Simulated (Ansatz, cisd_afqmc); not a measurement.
System: H2SiO, charge 0, singlet. A triplet may lie lower; no result for it is given here. H2SiO (SMILES O[SiH]).
B3LYP-D3(BJ)/def2-TZVP minimum from Ansatz (a quantum-chemistry and plane-wave program):
```xyz
4

Si    -0.3794    -0.3314     0.3958
H     -1.5315    -0.1837    -0.6238
O      0.7841     0.4941    -0.4508
H      0.5710     0.8702    -1.3110
```
Charge 0, spin multiplicity 1.

Total energies in cc-pV(D+d)Z, 12 correlated electrons, 6 frozen orbitals. Radicals and triplets start from unrestricted determinants; spin-orbit coupling is neglected. Correlated methods leave the cores frozen. No relativity. The Monte Carlo rows (phaseless AFQMC, CISD trial, step 0.005/hartree) carry one-sigma bars that omit the constraint's bias. Outlying blocks are dropped, and bars are widened where a walk drifts. Over all cases where full CI ran beside it in this data, AFQMC minus full CI had a median of +0.1 mEh and passed +0.4 mEh in a tenth of the cases. The restricted determinant of H2OSi (O[SiH], singlet) is unstable towards broken spin symmetry in at least one set run.

```csv
method,program,energy (Eh),minus CCSDTQ (mEh)
HF,Ansatz,-364.95199,307.27
MP2,Ansatz,-365.22639,32.86
CCSD,Ansatz,-365.25074,8.51
CCSD(T),Ansatz,-365.25786,1.40
CCSDT(Q),Ansatz,-365.25934,-0.08
CCSDTQ,Ansatz,-365.25926,0.00
AFQMC/CISD,cisd_afqmc,-365.2595 ± 0.0003,-0.2 ± 0.3
```

Rough core times of Ansatz's runs on a shared machine: CCSD(T) under 20 s, CCSDT(Q) under 20 s, CCSDTQ 10 min.
